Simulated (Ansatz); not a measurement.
Total energies of `[F][Al]([F])[SiH3]`.

Z-matrix (Å, degrees):
```
Si
Al 1 2.431
H 1 1.488 2 109.6
H 1 1.486 2 111.0 3 -120.5
H 1 1.488 2 109.7 3 118.9
F 2 1.644 1 120.8 3 -59.9
F 2 1.643 1 122.2 3 120.1
```

The species carries charge 0 and has multiplicity 1. The geometry is a stationary point of PBE0-D4/def2-TZVP. Basis def2-TZVPP, Ansatz 0.2.0.

RPA on PBE orbitals: Hartree–Fock energy of these orbitals -731.68498 Eh, correlation -1.13202 Eh (frozen core).

| functional | energy without D4 (Eh) | D4 term (kJ/mol) |
| --- | --- | --- |
| LDA (SPW92) | -730.16365 | – |
| PBE | -733.18775 | -11.3 |
| revPBE | -733.48378 | -30.0 |
| BLYP | -733.65721 | -24.2 |
| r2SCAN | -733.53509 | -2.6 |
| B97M-V | -733.46488 | – |
| PBE0 | -733.23998 | -9.6 |
| B3LYP | -733.72047 | -18.4 |
| r2SCANh | -733.52049 | -2.9 |
| r2SCAN0 | -733.49969 | -3.2 |
| HSE06 (plane-wave form) | -733.21892 | -9.1 |
| BHLYP | -733.60466 | -15.8 |
| CAM-B3LYP | -733.64146 | -9.9 |
| LC-ωPBE | -733.38936 | – |
| ωB97X-V | -733.51669 | – |
| ωB97M-V | -733.57845 | – |
| B2PLYP | -733.33217 | – |
| PBE-QIDH | -733.04672 | – |

B3LYP takes the VWN-RPA correlation (the form of Gaussian; ORCA's B3LYP/G). HSE06 is the plane-wave form, built on full-range PBE exchange. The double hybrids freeze the cores in their second-order part.

LC-ωPBE has ω = 0.4 bohr⁻¹.
